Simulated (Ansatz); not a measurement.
Reaction (ligand exchange at the Si–N bond): `CO[SiH2]N[SiH3]` + H–F → `CO[SiH2]F` + `N[SiH3]`

Calculated with Ansatz (gas phase, PBE0-D4/def2-TZVP geometries, no zero-point term in ΔE). CCSD(T)/CBS adds triple-zeta CCSD(T) − MP2 to the extrapolated MP2 energy (def2 sets, frozen cores). This one scheme is used for every species. Functionals use def2-TZVPP. B3LYP here is the variant with VWN-RPA as its local correlation; programs differ in this. One conformer a species, not always the lowest.

`CO[SiH2]N[SiH3]`:

```xyz
14

C     0.337    1.945   -1.720
O     0.114    1.268   -0.507
Si    0.874   -0.139   -0.126
N     0.232   -0.783    1.322
Si   -1.273   -1.613    1.513
H    -0.370    2.774   -1.786
H     1.353    2.353   -1.773
H     0.182    1.289   -2.586
H     2.327    0.112    0.076
H     0.661   -1.101   -1.240
H     0.709   -0.511    2.169
H    -2.300   -0.787    2.204
H    -1.095   -2.859    2.306
H    -1.752   -1.949    0.149
```

H–F:

Z-matrix (Å, degrees):
```
F
H 1 0.920
```

`CO[SiH2]F`:

```xyz
9

C    -0.350    1.150    0.668
O     0.502    0.517   -0.264
Si    0.397   -1.036   -0.721
F     0.829   -2.015    0.465
H    -0.022    0.946    1.691
H    -0.308    2.226    0.493
H    -1.388    0.819    0.556
H     1.344   -1.218   -1.836
H    -1.005   -1.390   -1.051
```

`N[SiH3]`:

Cartesian coordinates in Å:
```
N -0.247 0.682 0.783
Si 0.060 -0.383 -0.533
H 0.342 1.488 0.918
H -0.543 0.306 1.669
H 0.204 0.439 -1.762
H 1.286 -1.229 -0.418
H -1.101 -1.303 -0.656
```

```json
{"level": "PBE0-D4", "ΔE (kcal/mol)": "-17.8", "difference from CCSD(T)/CBS": "0.5"}
{"level": "B3LYP-D4", "ΔE (kcal/mol)": "-19.4", "difference from CCSD(T)/CBS": "-1.1"}
{"level": "PBE", "ΔE (kcal/mol)": "-19.7", "difference from CCSD(T)/CBS": "-1.4"}
{"level": "r2SCAN", "ΔE (kcal/mol)": "-20.4", "difference from CCSD(T)/CBS": "-2.1"}
{"level": "PBE0", "ΔE (kcal/mol)": "-19.4", "difference from CCSD(T)/CBS": "-1.1"}
{"level": "HF/def2-TZVPP", "ΔE (kcal/mol)": "-23.3", "difference from CCSD(T)/CBS": "-5.0"}
{"level": "SCS-MP2/def2-TZVPP", "ΔE (kcal/mol)": "-19.3", "difference from CCSD(T)/CBS": "-1.0"}
{"level": "SCS-MP2/def2-QZVPP", "ΔE (kcal/mol)": "-19.4", "difference from CCSD(T)/CBS": "-1.1"}
{"level": "HF/CBS(def2)", "ΔE (kcal/mol)": "-23.7", "difference from CCSD(T)/CBS": "-5.4"}
{"level": "CCSD/CBS(def2)", "ΔE (kcal/mol)": "-19.0", "difference from CCSD(T)/CBS": "-0.7"}
{"level": "CCSD(T)/CBS", "ΔE (kcal/mol)": "-18.3", "difference from CCSD(T)/CBS": "0"}
```

Largest T1 diagnostic among the species: 0.011.

The D4 term adds +2.8 kcal/mol with B3LYP and +1.6 kcal/mol with PBE0; it sums over pairs of atoms, weighted by their polarisabilities, and B3LYP, whose exchange is more repulsive, gets the larger term. In def2-TZVPP, CCSD(T) changes the Hartree–Fock value by +4.9 kcal/mol (the triples alone add +0.7 kcal/mol) and MP2 by +5.3 kcal/mol.

CCSD(T)/CBS has its own doubt, a few kJ/mol and more with outer-core shells, so smaller differences from it don't rank the levels.
